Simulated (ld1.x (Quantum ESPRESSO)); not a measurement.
Transferability test, TM potential for phosphorus

* Element: P
* Generator: ld1.x (Quantum ESPRESSO) 7.5
* Type: norm-conserving Troullier–Martins (Kleinman–Bylander form)
* Functional: PBE
* Relativity: scalar-relativistic
* Frozen core: [Ne]
* Valence charge: 5
* Reference configuration: 3s2 3p3
* Partial waves: 3s (bound): rc 1.30 bohr; 3d channel at 0.45 Ry: rc 1.60 bohr; 3p (bound): rc 1.90 bohr
* Local potential: the p channel
* Core correction: a·sin(br)/r model core, default radius (core density twice the valence density)

Energies are relative to the spin-unpolarised reference configuration 3s2 3p3; without spin polarisation the order of configurations can differ from experiment.

```json
{"valence configuration": "3s2 3p1", "charge": "+2", "ΔE all-electron (eV)": "28.877", "error AE − PS (meV)": "+19"}
{"valence configuration": "3s2 3p0", "charge": "+3", "ΔE all-electron (eV)": "58.616", "error AE − PS (meV)": "+68"}
{"valence configuration": "3s1 3p4", "charge": "0", "ΔE all-electron (eV)": "8.534", "error AE − PS (meV)": "-1.5"}
{"valence configuration": "3s2 3p2.5", "charge": "+0.5", "ΔE all-electron (eV)": "3.775", "error AE − PS (meV)": "+0.3"}
{"valence configuration": "3s1 3p3", "charge": "+1", "ΔE all-electron (eV)": "18.850", "error AE − PS (meV)": "+3.3"}
{"valence configuration": "3s1 3p0", "charge": "+4", "ΔE all-electron (eV)": "110.621", "error AE − PS (meV)": "+175"}
```

(1) What are ΔE and the potential's error for 3s2 3p2?

Levels in the configuration 3s1 3p3:

```csv
level,all-electron (eV),pseudo (eV)
3s,-23.978,-23.968
3p,-14.811,-14.801
```

Answers

(1) ΔE = 9.730 eV all-electron; the error (AE − PS) is +2.3 meV.
